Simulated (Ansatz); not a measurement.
Molecule: CaF (charge +1, singlet). SMILES: [F][Ca+]
Geometry: optimised at B3LYP-D3(BJ)/def2-TZVP (Ansatz, an electronic-structure program).

Quantity: vertical electron affinity (to the doublet state of charge +0; a negative value means that the extra electron is unbound and the number depends on the basis; each state is the SCF solution reached for its spin), in eV. Cores are frozen in the correlated levels unless marked. UHF or UKS for open shells. No spin-orbit coupling. Frozen are the shells of the preceding noble gas and the d and f shells that filled before the atom's block. The outer core of K, Ca and their heavier congeners is not correlated, a term that matters for these elements. Non-relativistic. 

```json
[
 {"level": "PBE/def2-TZVPD", "program": "Ansatz", "vertical electron affinity (eV)": "5.75"},
 {"level": "r2SCAN/def2-TZVPD", "program": "Ansatz", "vertical electron affinity (eV)": "5.62"},
 {"level": "BHLYP/def2-TZVPD", "program": "Ansatz", "vertical electron affinity (eV)": "5.79"},
 {"level": "CAM-B3LYP/def2-TZVPD", "program": "Ansatz", "vertical electron affinity (eV)": "5.87"},
 {"level": "wB97M-V/def2-TZVPD", "program": "Ansatz", "vertical electron affinity (eV)": "5.62"},
 {"level": "CCSD/def2-SVPD", "program": "Ansatz", "vertical electron affinity (eV)": "5.48"},
 {"level": "CCSD/def2-TZVPPD", "program": "Ansatz", "vertical electron affinity (eV)": "5.50"},
 {"level": "CCSD(T)/def2-TZVPPD", "program": "Ansatz", "vertical electron affinity (eV)": "5.49"},
 {"level": "CCSD(T)/def2-QZVPPD", "program": "Ansatz", "vertical electron affinity (eV)": "5.49"}
]
```
